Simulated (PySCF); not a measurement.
A side-by-side comparison of computed properties.

First species: C2H11FS2Si3.
Atom-mapped SMILES: `[CH3:1][SiH2:2][S:3][Si@@H:4]([F:5])[SiH2:6][S:7][CH3:8]` (hydrogens: H9, H10, H11 on C1; H12, H13 on Si2; H14 on Si4; H15, H16 on Si6; H17, H18, H19 on C8)

Second species: C₆H₇Cl₃O.
Structure used (GFN2-xTB), in Å, numbered top down from 1:
```xyz
17
C6H7Cl3O angstrom
C     -2.044    0.447    0.226
C     -0.998   -0.657    0.144
C      0.420   -0.083    0.265
C      0.737    0.804   -0.912
C      1.169    2.019   -0.799
O      1.524    3.120   -0.702
C      1.474   -1.192    0.362
Cl     3.105   -0.480    0.489
Cl     1.210   -2.198    1.805
Cl     1.440   -2.244   -1.065
H     -1.974    0.972    1.176
H     -3.040    0.021    0.142
H     -1.907    1.168   -0.576
H     -1.092   -1.184   -0.806
H     -1.163   -1.373    0.949
H      0.494    0.501    1.187
H      0.638    0.372   -1.894
```

Levels: PBE0/pcSseg-1 for dipole moment, HOMO energy, LUMO energy and HOMO–LUMO gap; GFN2-xTB for rotational constant A and rotational constant C. Geometries: GFN2-xTB. Each species is one conformer at its optimised geometry, gas phase, non-relativistic unless stated. Electronic properties by PySCF.

The conformers computed, where there is a choice (atom-mapped SMILES and torsion angles):
- `[CH3:1][SiH2:2][S:3][Si@@H:4]([F:5])[SiH2:6][S:7][CH3:8]`: C1–Si2–S3–Si4 176°, Si2–S3–Si4–F5 159°, S3–Si4–Si6–S7 42°, Si4–Si6–S7–C8 -73°
- `[CH3:1][CH2:2][C@H:3]([CH:4]=[C:5]=[O:6])[C:7]([Cl:8])([Cl:9])[Cl:10]`: C1–C2–C3–C4 -65°, C2–C3–C4–C5 127°, C2–C3–C7–Cl8 180°

Which of the two has the higher HOMO–LUMO gap, and by how much?

The second: 5.87 eV against 5.62 eV, a difference of 0.25 eV.

Which has the higher dipole moment?

The first: 2.28 D against 2.12 D, a difference of 0.16 D.

Which has the higher LUMO energy?

The first: -1.17 eV against -1.32 eV, a difference of 0.15 eV.

Which has the higher HOMO energy?

The first: -6.79 eV against -7.19 eV, a difference of 0.40 eV.

Which of the two has the higher rotational constant A, and by how much?

The second: 0.972 GHz against 0.903 GHz, a difference of 0.069 GHz.

Which has the higher rotational constant C?

The second: 0.531 GHz against 0.418 GHz, a difference of 0.113 GHz.

On the first: A dipole of 2.28 D is allowed in C1, and pure rotational transitions are dipole-allowed. In atomic units the dipole is 0.90 e·bohr (1 au = 2.5417 D).

On the second: A dipole of 2.12 D is allowed in C1, and pure rotational transitions are dipole-allowed. The dipole matches unit charges of opposite sign 0.44 Å apart (1 e·Å = 4.8032 D).
